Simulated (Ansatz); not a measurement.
Calculated with Ansatz (gas phase, PBE0-D4/def2-TZVP geometries, no zero-point term in ΔE). CCSD(T)/CBS adds triple-zeta CCSD(T) − MP2 to the extrapolated MP2 energy (def2 sets, frozen cores). This one scheme is used for every species. DFT in def2-TZVPP. B3LYP here is the variant with VWN-RPA as its local correlation; programs differ in this. One conformer a species, not always the lowest.

Reaction (formal exchange of groups at the Si–N bond): `CN[SiH](N)O` + acetonitrile → `CN[SiH](C)O` + `N#CN`

`CN[SiH](N)O`:

Cartesian coordinates in Å:
```
C 0.368 -1.276 -1.388
N 0.286 0.106 -0.979
Si -0.436 0.705 0.437
N 0.032 -0.290 1.738
O 0.057 2.281 0.424
H -0.361 -1.537 -2.165
H 0.178 -1.918 -0.527
H 1.366 -1.524 -1.767
H 0.496 0.773 -1.704
H -1.927 0.705 0.527
H -0.572 -0.434 2.529
H 0.997 -0.484 1.952
H -0.483 2.894 0.923
```

`CC#N`:

```xyz
6

C     0.480    0.067   -0.049
C    -0.948   -0.132    0.096
N    -2.081   -0.289    0.211
H     0.845   -0.462   -0.930
H     0.702    1.129   -0.159
H     1.003   -0.313    0.831
```

`CN[SiH](C)O`:

Z-matrix (Å, degrees):
```
C
N 1 1.445
H 1 1.093 2 109.7
H 1 1.097 2 113.0 3 119.7
H 1 1.095 2 111.8 3 -118.3
Si 2 1.710 1 126.0 3 -15.6
H 2 1.006 1 114.6 3 175.3
O 6 1.653 2 112.0 1 65.8
C 6 1.857 2 114.4 1 -51.5
H 6 1.491 2 103.7 1 -173.8
H 8 0.958 6 115.8 2 50.0
H 9 1.093 6 110.8 2 57.8
H 9 1.092 6 110.8 2 177.3
H 9 1.092 6 110.8 2 -62.2
```

`N#CN`:

```xyz
5

N    -1.714   -0.735    0.385
C    -0.659   -0.302    0.205
N     0.575    0.184    0.054
H     1.166   -0.331   -0.581
H     0.632    1.184   -0.064
```

**Question.** Is it downhill or uphill in electronic energy at CCSD(T)/CBS, and by how much? (An estimate is asked.)

**Answer.** Ansatz gave: Uphill: ΔE = +106.5 kJ/mol.

**Question.** What do these levels give: PBE-D4, PBE0-D4, B3LYP-D4, ωB97X-V, ωB97M-V, B2PLYP, PBE0, B3LYP, CCSD/def2-TZVPP, MP2/def2-QZVPP, HF/CBS(def2), CCSD/CBS(def2)? (Estimate.)

**Answer.** Ansatz gave: PBE-D4 85.8, PBE0-D4 91.0, B3LYP-D4 96.4, ωB97X-V 97.3, ωB97M-V 99.8, B2PLYP 101.6, PBE0 91.6, B3LYP 97.2, CCSD/def2-TZVPP 105.6, MP2/def2-QZVPP 108.6, HF/CBS(def2) 111.1, CCSD/CBS(def2) 108.1 kJ/mol.

Largest T1 diagnostic among the species: 0.014.

From PBE to PBE0 (25 % exact exchange), in def2-TZVPP and without D4, ΔE moves by +5.2 kJ/mol.
